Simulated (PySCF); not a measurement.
# Dy⁴¹⁺ (dysprosium, charge +41) across methods

[Ar] 3d7, high-spin 4F determinant. Computed with PySCF 2.14 in an even-tempered Gaussian basis (18 s from 7.7 bohr⁻², ratio 2.5; 13 p from 10 bohr⁻², ratio 2.5; 8 d from 10 bohr⁻², ratio 2.5; 4 f from 41 bohr⁻², ratio 2.7; 3 g from 62 bohr⁻², ratio 2.7), with the spin-free X2C one-electron Hamiltonian (Gaussian nucleus).

```tsv
method	E (hartree)	mean ε 3p β (eV)	mean ε 3d α (eV)	mean ε 3d β (eV)	Σ⟨r²⟩ (bohr²)	⟨S²⟩
LDA	-10931.31	-3534.9	-3184.1	-3169.1	0.8515	3.750
UHF	-10939.08971	-3597.3	-3247.3	-3228.7	0.8502	3.750
M06-2X	-10941.71	-3568.0	-3217.9	-3199.5	0.8503	3.750
PBE0	-10940.35	-3551.9	-3200.8	-3186.1	0.8508	3.750
r2SCAN	-10940.88	-3542.4	-3190.5	-3176.5	0.8505	3.750
PBE	-10940.33	-3536.0	-3184.7	-3171.2	0.8510	3.750
```

Estimate the same row for PW91.

E (hartree) = -10941.35; mean ε 3p β (eV) = -3536.5; mean ε 3d α (eV) = -3185.1; mean ε 3d β (eV) = -3171.9; Σ⟨r²⟩ (bohr²) = 0.8510; ⟨S²⟩ = 3.750.

Spin-orbit coupling is strong in this species (close to jj coupling), so the high-spin LS determinant is a model state, not a physical level.
